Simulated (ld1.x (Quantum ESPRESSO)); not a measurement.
Before and after: TM potential for hafnium (Hf)

ld1.x (Quantum ESPRESSO) 7.5 input, shortened:

```
&input
   title='Hf', zed=72., rel=1, dft='PBE', iswitch=3,
   config='[Xe] 4f14 5d2 6s2 6p0'
 /
 &inputp
   pseudotype=2, tm=.true., lloc=0,
   nlcc=.false.
 /
3
6P  2  1   0.00   0.00  4.20  4.20  0.0
5D  3  2   2.00   0.00  3.00  3.00  0.0
6S  1  0   2.00   0.00  2.60  2.60  0.0
 &test
   configts(1)='5d2 6s2 6p0'
 /
```

Change: wave 6s (bound): rc 2.60 bohr becomes 6s (bound): rc 3.96 bohr.

Cutoffs: the cutoffs (Ry, on a coarse ladder) from which the occupation-weighted sum of valence levels, in a spherical-Bessel basis at the reference potential, stays within 10 and 1 mRy of its value at 400 Ry; they do not see the model core or the augmentation charge, which bear on the density cutoff. Errors are all-electron minus pseudo energies relative to the spin-unpolarised reference configuration.

Question: How do hardness, ghosts and transferability respond?

Answer: The potential gets softer (18 Ry and 25 Ry → 18 Ry and 21 Ry); of the 7 tests that both files solve, the error grows in 3 and shrinks in 4 by more than 15 % and 0.3 meV (median size 23.3 → 20.6 meV); the range in which the d phases agree widens (upper end 0.4 → 2.2); neither file shows a bound ghost. A larger radius leaves more room for a smooth pseudo-wave, so fewer plane waves are needed.

```tsv
quantity	base	changed
cutoff, loose	18 Ry	18 Ry
cutoff, tight	25 Ry	21 Ry
bound ghosts	none	none
error for 5d2 6s1 6p0, meV [ΔE 7.98 eV]	+6.6	+5.6
error for 5d2 6s0 6p0, meV [ΔE 22.16 eV]	+134	+65
error for 5d1 6s0 6p0, meV [ΔE 43.95 eV]	+302	+99
error for 5d2 6s0 6p2, meV [ΔE 7.86 eV]	+23	-41
error for 5d2 6s1.5 6p0, meV [ΔE 3.25 eV]	0.0	+0.6
error for 5d2 6s1 6p1, meV [ΔE 3.83 eV]	+2.8	-8.6
error for 5d2 6s0 6p1, meV [ΔE 12.65 eV]	+39	-21
s: phases at 4.56 bohr within 0.05 rad from the reference energy up to (Ry; the scan ends near 5)	0.7	0.4
p: phases at 4.56 bohr within 0.05 rad from the reference energy up to (Ry; the scan ends near 5)	1.1	1.0
d: phases at 4.56 bohr within 0.05 rad from the reference energy up to (Ry; the scan ends near 5)	0.4	2.2
```
